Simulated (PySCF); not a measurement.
From computed data to an observable: chemical shift, span and skew from a shielding tensor

C3H5BN2O, SMILES C1B(OC=NC=1)N. Atoms are numbered in the order given.

```xyz
12

N      0.0091     2.3748     0.0000
B      0.0856     0.9710     0.0000
C      1.3340     0.0785     0.0000
C      1.1125    -1.2665     0.0000
N     -0.1493    -1.8499     0.0000
C     -1.1676    -1.0657     0.0000
O     -1.1490     0.2714     0.0000
H     -0.8722     2.8756     0.0000
H      0.8277     2.9699     0.0000
H      2.3668     0.4396     0.0000
H      1.9343    -1.9918     0.0000
H     -2.1850    -1.4716     0.0000
```
Charge 0, spin multiplicity 1.

Geometry optimised at TPSSh-D3(BJ)/def2-SVP. The structure was generated by enumeration, and PubChem lists no compound with its InChIKey, so it may never have been made. One conformer was computed; it need not be the lowest.

GIAO shieldings from KT2/pcSseg-1 (PySCF), non-relativistic, no solvent. The symmetric part of the tensor of N5 has the principal values -149.4, -95.8, 243.2 ppm. The same nucleus in NH3 has σ = 266.2 ppm at this level (PySCF, at its B3LYP-D3(BJ)/def2-TZVP geometry).

Work out the isotropic shielding, the ¹⁵N shift against NH3, the span and the skew.


σ(iso) = (σ11 + σ22 + σ33)/3 = -0.7 ppm. δ = σ(ref) − σ(iso) = 266.2 − (-0.7) = 266.9 ppm.
Span Ω = σ33 − σ11 = 392.6 ppm. Skew κ = 3(σ(iso) − σ22)/Ω = 0.73. Tumbling in solution averages the tensor to δ; in a static solid the shielding alone would spread this spin-1/2 line over Ω.
